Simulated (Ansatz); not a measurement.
Ge₂Te₃. The state is a singlet with charge 0. Geometry B3LYP-D4/def2-SVP, basis def2-TZVP, Ansatz.

```xyz
5

Ge   -0.707    1.363   -0.765
Ge    0.498   -1.631    0.183
Te    1.705    0.923    0.749
Te   -0.744    0.307    1.916
Te   -0.751   -0.962   -2.083
```

```csv
run,HOMO (eV),LUMO (eV)
A,-5.21,-3.47
B,-6.90,-1.80
C,-5.86,-2.80
D,-6.57,-1.96
```

In the def2 sets Te takes a core potential; there is no spin–orbit coupling. Another isomer (singlet) lies 0.03 eV lower at r2SCAN-D4/def2-TZVP; other spin states weren't run for this one.

Question: The runs used BHLYP, CAM-B3LYP, PBE0, r2SCAN. Estimate which is which.

Answer: A r2SCAN (0 % exact exchange); B CAM-B3LYP (range-separated); C PBE0 (25 % exact exchange); D BHLYP (50 % exact exchange). Exact exchange lowers occupied and raises empty levels; among semilocal functionals meta-GGAs tend to open the gap a little, and such runs are hard to tell apart. The gap grows from 1.74 eV (r2SCAN) to 5.09 eV (CAM-B3LYP).
